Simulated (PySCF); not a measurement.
Q: Write Cartesian coordinates for `C[BH2-]OC(F)(F)F` as optimised with PBE0-D3(BJ)/def2-SVP. (Charge -1.)

A: 
```
atom  x, y, z in Å
C1     1.6801    1.1368   -0.6029
B2     0.1491    0.9750   -1.1119
O3    -0.7238    0.8688    0.1753
C4    -1.9948    0.7806    0.1649
F5    -2.6521    1.8442   -0.3803
F6    -2.5043   -0.3008   -0.4914
F7    -2.4907    0.6816    1.4316
H8     2.0258    0.2671   -0.0119
H9     2.3705    1.2380   -1.4610
H10    1.8213    2.0325    0.0315
H11   -0.2296    1.9654   -1.7614
H12   -0.0105   -0.0616   -1.7801
```

Any rigid rotation of these coordinates is as good. Atoms count from 1 in this order. Of the pairs four or more bonds apart, F5···H11 is among the closest relative to their van der Waals radii: 2.79 Å, 105 % of the sum of Bondi's values. B2 (four-coordinate boron) is tetrahedral (angles from 106.0° to 111.9°). O3 (boron-bound oxygen) is bent (angle 123.8°). All 3 C–F bonds measure 1.364 Å.

Bonds between heavy atoms (Å): C1–B2 1.621, B2–O3 1.559, O3–C4 1.274, C4–F5 1.364, C4–F6 1.364, C4–F7 1.364.

Theory: PySCF 2.14.0, PBE0-D3(BJ)/def2-SVP geometry optimisation, gas phase.

Point group: near Cs, missed by 0.10 Å at most; the miss may be what the optimiser left on a soft mode. Not checked by PBE0-D3(BJ)/def2-SVP frequencies. The geometry's basis has no diffuse functions, a weakness for an anion. Torsions: C1–B2–O3–C4 177°.

One conformer stands for the species.
